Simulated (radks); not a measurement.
Neutral ytterbium, configuration [Xe] 4f14 6s1 6p1 (not the ground configuration).

Method: scalar-relativistic Kohn-Sham, SCAN, spin-polarised, spherical densities, finite nucleus; open shells are filled with parallel spins first (spin-orbit coupling, left out, can overturn this in heavy ions); meta-GGA in the generalised Kohn-Sham scheme; Fermi nuclear charge, rms radius 5.3108 fm; computed with a radial shooting solver on a logarithmic mesh with Libxc functionals.

Energy parts (eV):
part                      energy
total                 -382596.42
kinetic                416861.71
electron-nucleus      -941639.47
Hartree                150180.60
exchange-correlation    -7999.27

Orbitals (lengths in bohr, moments of r in powers of bohr; r(90%) holds 90 % of the orbital's charge):
[
 {"orbital": "1s up", "occ.": "1", "eigenvalue (eV)": "-61312.05", "<r^4>": "7.565e-07", "r(90%)": "0.0357", "<r^2>": "0.0005301", "<r>": "0.01966"},
 {"orbital": "1s down", "occ.": "1", "eigenvalue (eV)": "-61312.04", "<r^4>": "7.565e-07", "r(90%)": "0.0357", "<r^2>": "0.0005301", "<r>": "0.01966"},
 {"orbital": "2s up", "occ.": "1", "eigenvalue (eV)": "-10413.46", "<r^4>": "0.0001161", "r(90%)": "0.129", "<r^2>": "0.008204", "<r>": "0.08329"},
 {"orbital": "2s down", "occ.": "1", "eigenvalue (eV)": "-10413.45", "<r^4>": "0.0001161", "r(90%)": "0.129", "<r^2>": "0.008204", "<r>": "0.08329"},
 {"orbital": "2p up", "occ.": "3", "eigenvalue (eV)": "-9174.202", "<r^4>": "0.00008927", "r(90%)": "0.121", "<r^2>": "0.006714", "<r>": "0.07414"},
 {"orbital": "2p down", "occ.": "3", "eigenvalue (eV)": "-9174.190", "<r^4>": "0.00008927", "r(90%)": "0.121", "<r^2>": "0.006714", "<r>": "0.07414"},
 {"orbital": "3s up", "occ.": "1", "eigenvalue (eV)": "-2358.912", "<r^4>": "0.004325", "r(90%)": "0.317", "<r^2>": "0.05355", "<r>": "0.2164"},
 {"orbital": "3s down", "occ.": "1", "eigenvalue (eV)": "-2358.917", "<r^4>": "0.004325", "r(90%)": "0.317", "<r^2>": "0.05355", "<r>": "0.2164"},
 {"orbital": "3p up", "occ.": "3", "eigenvalue (eV)": "-1982.808", "<r^4>": "0.004606", "r(90%)": "0.323", "<r^2>": "0.05413", "<r>": "0.2161"},
 {"orbital": "3p down", "occ.": "3", "eigenvalue (eV)": "-1982.811", "<r^4>": "0.004606", "r(90%)": "0.323", "<r^2>": "0.05413", "<r>": "0.2161"},
 {"orbital": "3d up", "occ.": "5", "eigenvalue (eV)": "-1524.635", "<r^4>": "0.003608", "r(90%)": "0.305", "<r^2>": "0.04515", "<r>": "0.1962"},
 {"orbital": "3d down", "occ.": "5", "eigenvalue (eV)": "-1524.633", "<r^4>": "0.003608", "r(90%)": "0.305", "<r^2>": "0.04515", "<r>": "0.1962"},
 {"orbital": "4s up", "occ.": "1", "eigenvalue (eV)": "-469.9436", "<r^4>": "0.1048", "r(90%)": "0.700", "<r^2>": "0.2685", "<r>": "0.4877"},
 {"orbital": "4s down", "occ.": "1", "eigenvalue (eV)": "-469.9611", "<r^4>": "0.1048", "r(90%)": "0.700", "<r^2>": "0.2685", "<r>": "0.4878"},
 {"orbital": "4p up", "occ.": "3", "eigenvalue (eV)": "-345.9282", "<r^4>": "0.1395", "r(90%)": "0.753", "<r^2>": "0.3052", "<r>": "0.5179"},
 {"orbital": "4p down", "occ.": "3", "eigenvalue (eV)": "-345.9476", "<r^4>": "0.1395", "r(90%)": "0.753", "<r^2>": "0.3052", "<r>": "0.5179"},
 {"orbital": "4d up", "occ.": "5", "eigenvalue (eV)": "-182.2660", "<r^4>": "0.2173", "r(90%)": "0.843", "<r^2>": "0.3644", "<r>": "0.5601"},
 {"orbital": "4d down", "occ.": "5", "eigenvalue (eV)": "-182.2774", "<r^4>": "0.2174", "r(90%)": "0.843", "<r^2>": "0.3644", "<r>": "0.5602"},
 {"orbital": "4f up", "occ.": "7", "eigenvalue (eV)": "-4.4726", "<r^4>": "3.258", "r(90%)": "1.38", "<r^2>": "0.8740", "<r>": "0.7885"},
 {"orbital": "4f down", "occ.": "7", "eigenvalue (eV)": "-4.4310", "<r^4>": "2.805", "r(90%)": "1.37", "<r^2>": "0.8517", "<r>": "0.7830"},
 {"orbital": "5s up", "occ.": "1", "eigenvalue (eV)": "-57.0593", "<r^4>": "4.103", "r(90%)": "1.75", "<r^2>": "1.645", "<r>": "1.207"},
 {"orbital": "5s down", "occ.": "1", "eigenvalue (eV)": "-57.1867", "<r^4>": "4.061", "r(90%)": "1.75", "<r^2>": "1.641", "<r>": "1.206"},
 {"orbital": "5p up", "occ.": "3", "eigenvalue (eV)": "-29.1675", "<r^4>": "9.523", "r(90%)": "2.16", "<r^2>": "2.419", "<r>": "1.454"},
 {"orbital": "5p down", "occ.": "3", "eigenvalue (eV)": "-29.1632", "<r^4>": "9.042", "r(90%)": "2.14", "<r^2>": "2.380", "<r>": "1.444"},
 {"orbital": "6s up", "occ.": "1", "eigenvalue (eV)": "-5.4477", "<r^4>": "437.1", "r(90%)": "5.66", "<r^2>": "16.64", "<r>": "3.824"},
 {"orbital": "6p up", "occ.": "1", "eigenvalue (eV)": "-2.0878", "<r^4>": "1564", "r(90%)": "7.78", "<r^2>": "31.07", "<r>": "5.214"}
]

The highest occupied level is 6p up at -2.088 eV. The spin density at the nucleus is 39.71 e/bohr^3 (1s 0.11, 2s 0.05, 3s 0.25, 4s 0.36, 5s -0.19, 6s 39.14). The density falls to 0.001 e/bohr^3 at r = 5.24 bohr. Spin moment in Bohr magnetons: 2. The electron density at the nucleus is 1.085e+06 e/bohr^3 (large components only). Summed over all electrons, <r^2> = 84.42 bohr^2, which gives a Langevin (diamagnetic) susceptibility term of -66.9 x 10^-6 cm^3/mol.

Empty levels of this run are not shown, since the potential may be unsettled where no density lies.
